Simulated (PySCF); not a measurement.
**Correlation energy of In⁺ (indium, charge +1)**

[Kr] 4d10 5s2, closed-shell 1S. Computed with PySCF 2.14 in x2c-SVPall, with the spin-free X2C one-electron Hamiltonian (Gaussian nucleus). Frozen: [Kr] 4d10; 2 electrons correlated.

Total MP2 correlation energy: -20.46 mhartree.

Same-spin part 0.00 and opposite-spin part -20.46 mhartree; SCS-MP2 scales them by 1/3 and 6/5 to -24.56 mhartree.

With two correlated electrons CCSD is exact within the correlated space (frozen core and kept virtual orbitals).

```csv
level,correlation energy (mhartree)
CCSD,-30.89
```

Diagnostics: T1 = 0.0051, D1 = 0.0073, largest double amplitude 0.100.

Cost of the coupled-cluster step: 0.04 s of wall time on 1 thread of Neoverse-V2 (shared host), for 2 correlated electrons.

Iterations:

```
CC2 = 0
CCSD nocc = 1, nmo = 13
frozen orbitals [0, 1, 2, 3, 4, 5, 6, 7, 8, 9, 10, 11, 12, 13, 14, 15, 16, 17, 18, 19, 20, 21, 22]
max_cycle = 100
direct = 0
conv_tol = 1e-08
conv_tol_normt = 1e-06
diis_space = 8
diis_start_cycle = 0
Init t2, MP2 energy = -5877.44491249833  E_corr(MP2) -0.020464611047312
Init E_corr(CCSD) = -0.0204646110473124
cycle = 1  E_corr(CCSD) = -0.0270167483121789  dE = -0.00655213726  norm(t1,t2) = 0.0444938
cycle = 2  E_corr(CCSD) = -0.029325582716694  dE = -0.0023088344  norm(t1,t2) = 0.0184989
cycle = 3  E_corr(CCSD) = -0.0309195831736414  dE = -0.00159400046  norm(t1,t2) = 0.00817026
cycle = 4  E_corr(CCSD) = -0.0308924901833981  dE = 2.70929902e-05  norm(t1,t2) = 0.000395316
cycle = 5  E_corr(CCSD) = -0.0308932000326229  dE = -7.09849225e-07  norm(t1,t2) = 4.78287e-05
cycle = 6  E_corr(CCSD) = -0.0308912652021683  dE = 1.93483045e-06  norm(t1,t2) = 7.99964e-06
cycle = 7  E_corr(CCSD) = -0.0308918105342976  dE = -5.45332129e-07  norm(t1,t2) = 2.56732e-06
cycle = 8  E_corr(CCSD) = -0.0308917826429891  dE = 2.78913084e-08  norm(t1,t2) = 1.76192e-07
cycle = 9  E_corr(CCSD) = -0.0308917795482907  dE = 3.09469846e-09  norm(t1,t2) = 3.61848e-08
CCSD converged
E(CCSD) = -5877.455339666834  E_corr = -0.03089177954829066
```
